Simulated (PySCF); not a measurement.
CH10O2Si3, SMILES OC[Si@H](O)[SiH2][SiH3]. Coordinates come from a PBE-D3(BJ)/def2-SVP optimisation. The structure was generated by enumeration; whether it is a known compound was not checked. One conformer was computed; it need not be the lowest.

**Question.** Give the equilibrium geometry at PBE-D3(BJ)/def2-SVP (PySCF confirms it by a frequency run) as bond lengths and angles. (The exact figures need the calculation; the answer reports its results.)

**Answer.** This is not unique; one that fits is 
Atoms: O1 C2 Si3 O4 Si5 Si6 H7 H8 H9 H10 H11 H12 H13 H14 H15 H16. Bonds (Å): O1–C2 1.424, O1–H7 0.974, C2–Si3 1.910, C2–H8 1.120, C2–H9 1.120, Si3–O4 1.690, Si3–Si5 2.345, Si3–H10 1.514, O4–H11 0.973, Si5–Si6 2.355, Si5–H12 1.511, Si5–H13 1.507, Si6–H14 1.510, Si6–H15 1.504, Si6–H16 1.502. Bond angles (°): C2–O1–H7 108.9, O1–C2–Si3 107.5, O1–C2–H8 113.0, O1–C2–H9 112.7, Si3–C2–H8 106.5, Si3–C2–H9 110.8, H8–C2–H9 106.2, C2–Si3–O4 113.7, C2–Si3–Si5 105.6, C2–Si3–H10 106.2, O4–Si3–Si5 105.7, O4–Si3–H10 111.0, Si5–Si3–H10 114.7, Si3–O4–H11 115.1, Si3–Si5–Si6 109.9, Si3–Si5–H12 108.1, Si3–Si5–H13 111.0, Si6–Si5–H12 108.9, Si6–Si5–H13 111.0, H12–Si5–H13 107.8, Si5–Si6–H14 109.3, Si5–Si6–H15 110.5, Si5–Si6–H16 111.3, H14–Si6–H15 107.5, H14–Si6–H16 107.9, H15–Si6–H16 110.3.
Charge 0, spin multiplicity 1.
